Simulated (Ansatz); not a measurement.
Ge₃F₆⁺, relaxed as a doublet with UKS r2SCAN-D4/def2-SVP in Ansatz, starting from the GFN2-xTB geometry. Force threshold 0.03 eV/Å.

The relaxation made no stability test and no search for a lower SCF solution. The structure comes from a short search, and lower isomers may exist.

Start:

```xyz
9

Ge    1.7675    0.2221   -1.7103
Ge    0.6318   -0.5236    2.3223
Ge   -2.2684    0.8004   -0.4820
F     1.5515   -0.2506    0.3730
F    -1.0705    0.1572    1.1789
F    -0.2967    0.7807   -1.4017
F    -2.6761   -0.8985   -0.8843
F     1.0086    1.1583    2.8233
F     1.3523   -1.4461   -2.2193
```

| step | energy (eV) | largest force component (eV/Å) | SCF passes |
| --- | --- | --- | --- |
| 1 | -185811.0316 | 3.494 | 55 |
| 2 | -185812.3043 | 1.895 | 31 |
| 3 | -185812.7258 | 1.162 | 36 |
| 4 | -185812.8922 | 1.249 | 32 |
| 5 | -185812.9767 | 0.479 | 24 |
| 6 | -185813.0133 | 0.250 | 27 |
| 7 | -185813.0348 | 0.288 | 23 |
| 8 | -185813.0463 | 0.191 | 22 |
| 9 | -185813.0625 | 0.267 | 22 |
| 10 | -185813.0713 | 0.091 | 22 |
| 11 | -185813.0864 | 0.469 | 27 |
| 12 | -185813.1125 | 0.782 | 28 |
| 13 | -185813.1754 | 0.502 | 27 |
| 14 | -185813.2418 | 0.221 | 23 |
| 15 | -185813.3204 | 0.352 | 26 |
| 16 | -185813.3747 | 0.293 | 26 |
| 17 | -185813.3977 | 0.303 | 22 |
| 18 | -185813.4079 | 0.245 | 22 |
| 19 | -185813.4174 | 0.173 | 22 |
| 20 | -185813.4220 | 0.036 | 22 |
| 21 | -185813.4236 | 0.040 | 22 |
| 22 (rejected) | -185813.4064 | 0.554 | 22 |
| 23 | -185813.4242 | 0.045 | 21 |
| 24 (rejected) | -185813.4230 | 0.105 | 21 |
| 25 | -185813.4244 | 0.019 | 22 |

Force components are those of the run's own axes.

End:

```xyz
9

Ge    1.5468    0.1916   -1.7853
Ge    0.0548   -0.4353    1.5888
Ge   -1.9883    0.5213   -0.6307
F     1.3223   -0.1392    0.3266
F    -1.0110    1.0265    1.0888
F    -0.3562    0.9306   -1.4865
F    -1.1884   -1.0785    0.0105
F     0.7914    0.3426    2.9391
F     0.8286   -1.3596   -2.0514
```

Bonds formed: Ge2–F7 (atoms count from 1). The end is the same structure that another start reached, the lowest one found.

No frequencies were taken in this run, so the end may be a saddle point.

Run time 1.7 min (4 threads of Intel Xeon 6975P-C on a shared host).
